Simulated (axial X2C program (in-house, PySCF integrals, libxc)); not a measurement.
## Low determinants of CsP⁺ at the PBE0 level, 2c

Computed with an axial X2C code built on PySCF integrals. Two-component (2c) means X2C with spin–orbit coupling and atomic mean-field two-electron Coulomb and Gaunt terms. Basis: Cs dyall-cv3z [15s15p9d4f1g], P dyall-v3z [8s7p2d1f] (cores contracted in-house); Gaussian nuclei, density fitting, unrestricted open shells. Masses: Cs 132.905 u, P 30.974 u.

Search at 3.872 Å (vertical energies from the lowest determinant):

```csv
ΔE (eV),state,electrons beyond evenly filled partner blocks,"electrons in ±ω = 1/2, 3/2, 5/2, 7/2"
0.00,Ω = 3/2,ω = 3/2,46 19 4 0
0.65,Ω = 1/2,"2 × ω = -1/2, ω = 3/2",46 19 4 0
1.39,Ω = 1/2,ω = 1/2,47 18 4 0
1.42,Ω = 5/2,"2 × ω = 1/2, ω = 3/2",46 19 4 0
1.46,Ω = 1/2,ω = 1/2,45 20 4 0
7.85,Ω = 7/2,"ω = 1/2, 2 × ω = 3/2",45 20 4 0
8.86,Ω = 5/2,ω = 5/2,46 18 5 0
```

Lowest determinant, Ω = 3/2 (⟨Sz⟩ = 1.50, ⟨Lz⟩ = 0.00 at PBE0): Re = 3.859 Å, ωe = 56.6 cm⁻¹.

The determinant in row 2 of the search, Ω = 1/2 (⟨Sz⟩ = 0.50, ⟨Lz⟩ = 0.00 at PBE0), was followed along the bond at PBE0; measured from the minimum of the lowest determinant it gives:

Te = 0.646 eV (5214 cm⁻¹), Re = 3.884 Å, ωe = 58.0 cm⁻¹.

Question: Compare the bond of the determinant in row 2 with that of the lowest one.

Answer: At PBE0 its Re is 0.025 Å longer and its force constant, which goes as ωe², is 1.05 times that of the lowest determinant. This determinant mixes spin states, so it has no term energy of its own.

The search compares states at one distance, so a state with another bond length can lie lower; it is not exhaustive and yields mostly the lowest determinant of each block pattern, so other components and higher states of one pattern are missing. A followed state lies above the atoms to which the lowest one dissociates. These are energies of single determinants, not of spin-adapted states; PBE0 term energies can be off by some tenths of an eV, and the functional has no current term.
